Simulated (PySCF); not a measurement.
C5H5, SMILES [CH]1C=CC=C1, multiplicity 2.

The structure is a stationary point at B3LYP-D3(BJ)/def2-SVP. The isomer is the one that the SMILES or the coordinates give; other isomers of the formula were not compared.

Method: TDA-PBE0/def2-SVPD (PySCF).

Vertical excitations. Isolated molecule, no solvent.

```tsv
state	energy (eV)	λ (nm)	f	main pairs
root 1	1.05	1185	0.000	β HOMO→LUMO 98 %
root 2	4.30	288	0.017	α HOMO→LUMO 22 %, α HOMO−1→LUMO+1 7 %, β HOMO−1→LUMO 66 %
root 3	4.98	249	0.000	β HOMO−2→LUMO 99 %
root 4	5.07	245	0.000	β HOMO−3→LUMO 98 %
root 5	5.22	238	0.001	β HOMO−4→LUMO 98 %
root 6	5.48	226	0.001	α HOMO→LUMO+1 62 %, β HOMO→LUMO+5 32 %
root 7	5.62	220	0.004	α HOMO→LUMO 38 %, α HOMO−1→LUMO+1 14 %, β HOMO→LUMO+4 31 %, β HOMO−1→LUMO 13 %
root 8	5.90	210	0.000	β HOMO−5→LUMO 98 %
root 9	6.35	195	0.000	α HOMO→LUMO+2 12 %, β HOMO→LUMO+1 87 %
root 10	6.48	191	0.000	α HOMO→LUMO+2 86 %, β HOMO→LUMO+1 12 %
```
Unrestricted roots are not spin-pure.
